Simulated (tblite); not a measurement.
Run record: tight-binding relaxation, `Oc1cc(C=S)c2cccccc1-2`.

Computed with GFN2-xTB geometry optimisation, gas phase (tblite 0.8.0). Start geometry: from a force field or distance geometry. The input is one job of a driver script: a line of settings, then coordinates in Å.

Input:
```
{"job": {"kind": "relax", "xc": "GFN2-xTB", "basis": "xTB"}, "charge": 0, "multiplicity": 1}
O     -0.034200     3.254800     0.446500
C      0.439800     1.958400     0.283500
C      1.782800     1.558400     0.223900
C      1.822700     0.188500     0.059100
C      3.012100    -0.669600    -0.044700
S      3.453100    -1.341800    -1.484300
C      0.535300    -0.300100     0.039500
C      0.193700    -1.638800    -0.092100
C     -1.076900    -2.102500    -0.456700
C     -2.320400    -1.549400    -0.159500
C     -2.560600    -0.283600     0.290800
C     -1.760700     0.834800     0.221400
C     -0.366800     0.863100     0.201300
H     -0.318600     3.772500    -0.383900
H      2.656600     2.185400     0.270400
H      3.604000    -0.840600     0.871100
H      0.944500    -2.364200     0.088900
H     -1.069000    -3.028700    -1.056800
H     -3.178700    -2.164200    -0.298400
H     -3.523100    -0.128900     0.795700
H     -2.244500     1.813200     0.184100
```

Output:
```
step      E/eV     max force
  0    -947.38022    2.317
  1    -947.62797    1.390
  2    -947.70573    0.774
  3    -947.81684    0.655
  4    -947.89222    0.759
  5    -947.93664    0.495
  6    -947.98677    0.510
  7    -948.05453    0.819
  8    -948.13796    0.976
  9    -948.21457    0.749
... (59 lines left out)
 69    -948.88760    0.014
 70    -948.88764    0.013
 71    -948.88768    0.017
 72    -948.88773    0.018
 73    -948.88780    0.022
 74    -948.88789    0.021
 75    -948.88797    0.015
 76    -948.88802    0.012
 77    -948.88805    0.012
 78    -948.88808    0.010
```

«max force» is the largest atomic force in eV/Å.

Question: From which step on does the largest force stay under 0.1 eV/Å, and how much energy is left to gain from there?

Answer: From step 50 (0.093 eV/Å), 8.6 meV above the end.

Summary of the converged run: energy lowered by 34.8 kcal/mol over 78 steps; largest atomic force 0.010 eV/Å at the end.

Question: Where do the atoms end?

Answer: 0.556 Å rms from the input after alignment:
```
atom  x, y, z in Å
O1     0.1511    3.2454    0.5325
C2     0.5209    1.9616    0.3108
C3     1.8348    1.5488    0.2187
C4     1.8848    0.1522   -0.0146
C5     3.1054   -0.5400   -0.1387
S6     3.3593   -2.1437   -0.3871
C7     0.5439   -0.3253   -0.0746
C8     0.1537   -1.6267   -0.2966
C9    -1.1366   -2.1533   -0.3566
C10   -2.3508   -1.5090   -0.2040
C11   -2.6160   -0.1641    0.0368
C12   -1.7146    0.8774    0.1849
C13   -0.3321    0.8431    0.1413
H14   -0.8096    3.3167    0.5694
H15    2.6896    2.1916    0.3147
H16    3.9923    0.0830   -0.0505
H17    0.9609   -2.3340   -0.4421
H18   -1.1915   -3.2178   -0.5454
H19   -3.2271   -2.1415   -0.2832
H20   -3.6625    0.1018    0.1177
H21   -2.1649    1.8508    0.3658
```

Time: 0.95 s wall. Hardware: Arm Neoverse V1, one thread, shared host.
Labels such as C1 count atoms from 1, the log's own numbers from 0.
